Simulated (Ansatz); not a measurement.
Abridged output of a molecular run in Ansatz:

```
Functional definition: HF
1754 factors; integrals over basis functions are off by at most 1.2e-3 eV
mean field evaluation 1: about -21124.0389 eV, gradient 5.3e1 eV
mean field evaluation 2: about -21124.4769 eV, gradient 5.4e1 eV
mean field evaluation 4: about -21130.5591 eV, gradient 5.4e0 eV
mean field evaluation 8: about -21130.6796 eV, gradient 6.4e-1 eV
mean field -21130.68095590 eV, -776.5382022394 hartree, gradient 4.7e-6 eV, S^2 0.000000; 0 other end points of the search recorded, 0 dependent functions left out
14 core orbitals not correlated: weight in the atoms' cores, before any rotation towards them, 1.000 or more for the frozen orbitals, at most 0.000 for the correlated occupied ones
reference -21130.68095590 eV, -776.5382022394 hartree; 17, 17 occupied and 261, 261 virtual orbitals, 1754 factors
second order -28.71040708 eV of doubles, -0.00000000 eV of singles
cycle   1  -28.69356324 eV  change    1.7e-2 eV  update   1.3e-1
cycle   2  -29.43002784 eV  change   -7.4e-1 eV  update   4.3e-2
cycle   3  -29.63164594 eV  change   -2.0e-1 eV  update   2.5e-2
cycle   4  -29.61761486 eV  change    1.4e-2 eV  update   7.7e-3
cycle   5  -29.60979427 eV  change    7.8e-3 eV  update   4.6e-3
cycle   6  -29.61292358 eV  change   -3.1e-3 eV  update   1.9e-3
cycle   7  -29.61255608 eV  change    3.7e-4 eV  update   7.7e-4
cycle   8  -29.61209368 eV  change    4.6e-4 eV  update   2.8e-4
cycle   9  -29.61224327 eV  change   -1.5e-4 eV  update   1.1e-4
cycle  10  -29.61229716 eV  change   -5.4e-5 eV  update   4.0e-5
cycle  11  -29.61225510 eV  change    4.2e-5 eV  update   1.7e-5
perturbative correction -1.24393388 eV, -0.0457137270 hartree
Total energy: -21161.53714488 eV, -777.6721462694 hartree
```

Its atoms:

Cartesian coordinates in Å:
```
N -1.382 0.725 -0.195
C -0.202 0.835 0.617
O 0.274 -0.489 1.043
Si 0.826 -1.397 -0.307
O -0.416 -1.910 -1.244
Al 1.632 0.818 -0.144
H -2.240 0.717 0.345
H -1.436 1.458 -0.886
H -0.358 1.377 1.554
H 1.488 -2.621 0.208
H -1.066 -1.196 -1.319
H 2.880 1.683 0.328
```

(1) Which basis set was used?
A. def2-QZVPP
B. cc-pV(Q+d)Z
C. def2-TZVPP
D. cc-pV(D+d)Z

(2) Write the keys of the input that set method, charge and spin (a neutral closed shell needs none for the last two).

## Answers

(1) C. It gives 292 functions.

(2) 
```yaml
correlation: {method: ccsd_t}
```
